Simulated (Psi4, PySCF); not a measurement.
CH₅ClGeO₃, singlet, geometry from GFN2-xTB, atoms displaced at random by about 0.03 Å a coordinate. Base run: R2SCAN/STO-3G, gradient in PySCF.

Here is a job for PySCF.
```python
from pyscf import gto, scf, dft

mol = gto.Mole()
mol.atom = '''
    C     2.46795787   -0.56383447   -0.46749904
    O     1.13474031   -0.70920114   -0.90119522
    Ge   -0.24510741   -0.17654994    0.06347348
    O    -0.29125146   -0.97513425    1.54395213
    O    -1.69039026   -0.69337762   -0.89235328
    Cl   -0.28198491    1.88273561    0.30560445
    H     2.68401246   -1.15218147    0.41931083
    H     3.10175246   -0.94136956   -1.21710084
    H     2.77222749    0.49716509   -0.34668177
    H    -1.21501717   -1.32097798    1.79340646
    H    -1.57785293   -0.56561003   -1.82817305
'''
mol.basis = 'sto-3g'
mol.verbose = 4
mol.build()

mf = dft.RKS(mol)
mf.xc = 'r2scan'
mf.kernel()
g = mf.nuc_grad_method()
grad = g.kernel()
```

Programs used: Psi4, PySCF; a row that names a program was run with it.

The coordinate followed is x of atom 9.

Each row names what was changed in the base input (with any setting that the change needs).

```
change                                                  dE/dx (Eh/bohr)  net force (Eh/bohr)
------------------------------------------------------  ---------------  -------------------
base                                                          -0.001386             0.002476
conv_tol = 1e-4                                               -0.001385             0.002476
finite difference step (bohr) = 0.01; conv_tol = 1e-11        -0.001394                    -
grids.level = 5; grid_response = on                           -0.001393             0.000000
code = psi4                                                   -0.001399             0.003847
grids.level = 1; grid_response = off                          -0.001383             0.007437
grids.level = 5; grid_response = off                          -0.001393             0.001313
finite difference step (bohr) = 0.2; conv_tol = 1e-11         -0.001055                    -
finite difference step (bohr) = 1e-4; conv_tol = 1e-11        -0.001395                    -
grid_response = on                                            -0.001395             0.000000
conv_tol = 1e-11                                              -0.001386             0.002476
finite difference step (bohr) = 1e-3; conv_tol = 1e-11        -0.001395                    -
```

The net force is zero for an exact gradient.
